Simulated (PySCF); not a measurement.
F₆Re (SMILES [F][Re+]([F])([F])([F])([F])[F]), charge +1, singlet, geometry from GFN2-xTB (such geometries of metal compounds can be far from the true shape) (the multiplicity is a formal guess) (core potentials on Re), with bond 3-1 at 1.3 times its length; DF-PBE/def2-SVP (PySCF).

The PySCF input:
```python
from pyscf import gto, scf, dft

mol = gto.Mole()
mol.atom = '''
    Re    0.000000   -0.000000   -0.000000
    F     1.061690   -0.442491   -1.297209
    F    -1.380197    0.575238    1.686372
    F    -1.080918    0.738571   -1.136603
    F    -0.842714   -1.504809   -0.176407
    F     0.842714    1.504809    0.176407
    F     1.080918   -0.738571    1.136603
'''
mol.basis = 'def2-svp'
mol.ecp = {'Re': 'def2-svp'}
mol.charge = 1
mol.spin = 0
mol.verbose = 4
mol.build()

mf = dft.RKS(mol)
mf.xc = 'pbe'
mf.level_shift = 1.0
mf.max_cycle = 100
mf = mf.density_fit(auxbasis='def2-universal-jkfit')
mf.kernel()
```

It wrote (shortened):

```
PySCF version 2.14.0

[INPUT] verbose = 4
[INPUT] num. atoms = 7
[INPUT] num. electrons = 68
[INPUT] charge = 1
[INPUT] spin (= nelec alpha-beta = 2S) = 0
[INPUT] symmetry False subgroup None
[INPUT] Mole.unit = angstrom
[INPUT] Symbol           X                Y                Z      unit          X                Y                Z       unit  Magmom
[...]
nuclear repulsion = 473.35360899115
number of shells = 48
number of NR pGTOs = 201
number of NR cGTOs = 116
basis = def2-svp
ecp = {'Re': 'def2-svp'}

******** <class 'pyscf.df.df_jk.DFRKS'> ********
method = DFRKS
initial guess = minao
damping factor = 0
level_shift factor = 1.0
DIIS = <class 'pyscf.scf.diis.CDIIS'>
diis_start_cycle = 1
diis_space = 8
diis_damp = 0
SCF conv_tol = 1e-09
SCF conv_tol_grad = None
SCF max_cycles = 100
direct_scf = False
XC library pyscf.dft.libxc version 7.1.2
    S. Lehtola, C. Steigemann, M. J. T. Oliveira, and M. A. L. Marques,  SoftwareX 7, 1–5 (2018)
XC functionals = pbe
    J. P. Perdew, K. Burke, and M. Ernzerhof,  Phys. Rev. Lett. 77, 3865 (1996)
    J. P. Perdew, K. Burke, and M. Ernzerhof,  Phys. Rev. Lett. 78, 1396 (1997)
    J. P. Perdew, K. Burke, and M. Ernzerhof,  Phys. Rev. Lett. 77, 3865 (1996)
    J. P. Perdew, K. Burke, and M. Ernzerhof,  Phys. Rev. Lett. 78, 1396 (1997)
radial grids:
    Treutler-Ahlrichs [JCP 102, 346 (1995); DOI:10.1063/1.469408] (M4) radial grids

becke partition: Becke, JCP 88, 2547 (1988); DOI:10.1063/1.454033
pruning grids: <function nwchem_prune>
grids dens level: 3
symmetrized grids: False
atomic radii adjust function: <function treutler_atomic_radii_adjust>
small_rho_cutoff = 0
Set gradient conv threshold to 3.16228e-05
Initial guess from minao.
tot grids = 109880
init E= -664.631266725104
[...]
cycle= 1 E= -675.255757279622  delta_E= -10.6  |g|= 1.99  |ddm|= 7.96
[...]
cycle= 2 E= -675.811439170848  delta_E= -0.556  |g|= 1.39  |ddm|= 2.56
[...]
cycle= 3 E= -675.957612905159  delta_E= -0.146  |g|= 0.896  |ddm|= 0.685
[...]
cycle= 4 E= -676.031960143701  delta_E= -0.0743  |g|= 0.557  |ddm|= 0.341
[...]
cycle= 5 E= -676.067925777229  delta_E= -0.036  |g|= 0.311  |ddm|= 0.179
[...]
cycle= 6 E= -676.080822090858  delta_E= -0.0129  |g|= 0.169  |ddm|= 0.0989
[...]
cycle= 7 E= -676.084555375754  delta_E= -0.00373  |g|= 0.113  |ddm|= 0.0508
[...]
cycle= 8 E= -676.086124600556  delta_E= -0.00157  |g|= 0.0815  |ddm|= 0.0324
[...]
cycle= 9 E= -676.086931888236  delta_E= -0.000807  |g|= 0.0595  |ddm|= 0.0238
[...]
cycle= 10 E= -676.08735910238  delta_E= -0.000427  |g|= 0.0443  |ddm|= 0.0176
[...]
cycle= 11 E= -676.087599776013  delta_E= -0.000241  |g|= 0.033  |ddm|= 0.0132
[...]
cycle= 12 E= -676.087734634908  delta_E= -0.000135  |g|= 0.025  |ddm|= 0.00989
[...]
cycle= 13 E= -676.087814139018  delta_E= -7.95e-05  |g|= 0.0189  |ddm|= 0.00785
[...]
cycle= 14 E= -676.087861122478  delta_E= -4.7e-05  |g|= 0.0144  |ddm|= 0.00639
[...]
cycle= 15 E= -676.087890079233  delta_E= -2.9e-05  |g|= 0.0107  |ddm|= 0.00514
[...]
cycle= 16 E= -676.0879072747  delta_E= -1.72e-05  |g|= 0.008  |ddm|= 0.00414
[...]
cycle= 17 E= -676.087917446899  delta_E= -1.02e-05  |g|= 0.00604  |ddm|= 0.00331
[...]
cycle= 18 E= -676.087923566907  delta_E= -6.12e-06  |g|= 0.00466  |ddm|= 0.00262
[...]
cycle= 19 E= -676.087927666846  delta_E= -4.1e-06  |g|= 0.00354  |ddm|= 0.0021
[...]
cycle= 20 E= -676.087930247086  delta_E= -2.58e-06  |g|= 0.00277  |ddm|= 0.00173
[...]
cycle= 21 E= -676.087931903361  delta_E= -1.66e-06  |g|= 0.00225  |ddm|= 0.00147
[...]
cycle= 22 E= -676.087932917478  delta_E= -1.01e-06  |g|= 0.00194  |ddm|= 0.00129
[...]
cycle= 23 E= -676.087933509012  delta_E= -5.92e-07  |g|= 0.00184  |ddm|= 0.00107
[...]
cycle= 24 E= -676.087933895839  delta_E= -3.87e-07  |g|= 0.0018  |ddm|= 0.000872
[...]
cycle= 25 E= -676.087934372245  delta_E= -4.76e-07  |g|= 0.00152  |ddm|= 0.000707
[...]
cycle= 26 E= -676.087934732614  delta_E= -3.6e-07  |g|= 0.00128  |ddm|= 0.000605
[...]
cycle= 27 E= -676.087935004362  delta_E= -2.72e-07  |g|= 0.00108  |ddm|= 0.000516
[...]
cycle= 28 E= -676.087935165824  delta_E= -1.61e-07  |g|= 0.001  |ddm|= 0.000449
[...]
cycle= 29 E= -676.087935295429  delta_E= -1.3e-07  |g|= 0.000921  |ddm|= 0.000381
[...]
cycle= 30 E= -676.087935395906  delta_E= -1e-07  |g|= 0.000848  |ddm|= 0.000329
[...]
cycle= 31 E= -676.087935464539  delta_E= -6.86e-08  |g|= 0.000808  |ddm|= 0.000287
[...]
cycle= 32 E= -676.087935562974  delta_E= -9.84e-08  |g|= 0.000633  |ddm|= 0.000271
[...]
cycle= 33 E= -676.087935603591  delta_E= -4.06e-08  |g|= 0.000608  |ddm|= 0.000215
[...]
cycle= 34 E= -676.087935627636  delta_E= -2.4e-08  |g|= 0.00061  |ddm|= 0.000185
[...]
cycle= 35 E= -676.087935645612  delta_E= -1.8e-08  |g|= 0.000611  |ddm|= 0.000158
[...]
cycle= 36 E= -676.087935663842  delta_E= -1.82e-08  |g|= 0.000596  |ddm|= 0.000137
[...]
cycle= 37 E= -676.087935677841  delta_E= -1.4e-08  |g|= 0.000584  |ddm|= 0.000116
[...]
cycle= 38 E= -676.087935692871  delta_E= -1.5e-08  |g|= 0.000559  |ddm|= 0.000108
[...]
cycle= 39 E= -676.087935720112  delta_E= -2.72e-08  |g|= 0.000465  |ddm|= 0.000115
[...]
cycle= 40 E= -676.087935746164  delta_E= -2.61e-08  |g|= 0.000358  |ddm|= 0.000142
[...]
cycle= 41 E= -676.087935764088  delta_E= -1.79e-08  |g|= 0.000284  |ddm|= 0.000113
[...]
cycle= 42 E= -676.087935773295  delta_E= -9.21e-09  |g|= 0.000254  |ddm|= 8.27e-05
[...]
cycle= 43 E= -676.087935776804  delta_E= -3.51e-09  |g|= 0.000258  |ddm|= 6.94e-05
[...]
cycle= 44 E= -676.087935777276  delta_E= -4.71e-10  |g|= 0.000278  |ddm|= 6.12e-05
[...]
cycle= 45 E= -676.087935778691  delta_E= -1.42e-09  |g|= 0.000283  |ddm|= 4.88e-05
[...]
cycle= 46 E= -676.087935781231  delta_E= -2.54e-09  |g|= 0.000273  |ddm|= 4.97e-05
[...]
cycle= 47 E= -676.087935784065  delta_E= -2.83e-09  |g|= 0.000259  |ddm|= 4.36e-05
[...]
cycle= 48 E= -676.087935793351  delta_E= -9.29e-09  |g|= 0.000171  |ddm|= 7.77e-05
[...]
cycle= 49 E= -676.087935797017  delta_E= -3.67e-09  |g|= 0.000142  |ddm|= 5.19e-05
[...]
cycle= 50 E= -676.087935799836  delta_E= -2.82e-09  |g|= 0.000112  |ddm|= 5.02e-05
[...]
cycle= 51 E= -676.087935801028  delta_E= -1.19e-09  |g|= 0.000103  |ddm|= 3.45e-05
[...]
cycle= 52 E= -676.087935801463  delta_E= -4.35e-10  |g|= 0.000107  |ddm|= 2.56e-05
[...]
cycle= 53 E= -676.08793580167  delta_E= -2.07e-10  |g|= 0.000112  |ddm|= 2.7e-05
[...]
cycle= 54 E= -676.087935802106  delta_E= -4.35e-10  |g|= 0.000109  |ddm|= 2.87e-05
[...]
cycle= 55 E= -676.087935802427  delta_E= -3.21e-10  |g|= 0.000107  |ddm|= 1.97e-05
[...]
cycle= 56 E= -676.087935804292  delta_E= -1.86e-09  |g|= 6.44e-05  |ddm|= 4.94e-05
[...]
cycle= 57 E= -676.087935804429  delta_E= -1.37e-10  |g|= 6.52e-05  |ddm|= 2.63e-05
[...]
cycle= 58 E= -676.087935805497  delta_E= -1.07e-09  |g|= 2.54e-05  |ddm|= 4.1e-05
[...]
cycle= 59 E= -676.087935805685  delta_E= -1.89e-10  |g|= 2.3e-05  |ddm|= 1.9e-05
[...]
Extra cycle  E= -676.087935783662  delta_E= 2.2e-08  |g|= 0.000306  |ddm|= 0.000367
SCF not converged.
SCF energy = -676.087935783662
```

Convergence was not reached.
